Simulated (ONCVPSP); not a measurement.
Transferability test, ONCV potential for Sb (Z = 51)

```json
{"Element": "antimony", "Generator": "ONCVPSP 4.0.1", "Type": "optimised norm-conserving Vanderbilt (ONCV)", "Functional": "LDA (Perdew-Wang 92)", "Relativity": "scalar-relativistic", "Frozen core": "[Ar] 3d10", "Valence charge": "23", "Reference configuration": "4s2 4p6 4d10 5s1 5p4", "Partial waves": "4s+5s: rc 1.30 bohr, ncon 4, nbas 8, qcut 10.3 1/bohr, 2 projectors; 4p+5p: rc 1.65 bohr, ncon 4, nbas 9, qcut 10.3 1/bohr, 3 projectors, debl 0.9 Ha; 4d: rc 1.65 bohr, ncon 4, nbas 8, qcut 8.7 1/bohr, 1 projector", "Local potential": "polynomial inside 1.30 bohr (lpopt 5, dvloc0 2 Ha)", "Core correction": "Teter function, fcfact 5.5, rcfact 1.5"}
```

Energies are relative to the spin-unpolarised reference configuration 4s2 4p6 4d10 5s1 5p4; without spin polarisation the order of configurations can differ from experiment.

```csv
valence configuration,charge,ΔE all-electron (eV),error AE − PS (meV)
4s2 4p6 4d10 5s2 5p1,+2,16.550,-6.0
4s2 4p6 4d10 5s0 5p5,0,8.439,-0.5
```

(1) What are ΔE and the potential's error for 4s2 4p6 4d10 5s2 5p3?

(2) What are ΔE and the potential's error for 4s2 4p6 4d10 5s2 5p2?

## Answers

(1) ΔE = -8.212 eV all-electron; the error (AE − PS) is 0.0 meV.

(2) ΔE = 0.303 eV all-electron; the error (AE − PS) is -1.9 meV.
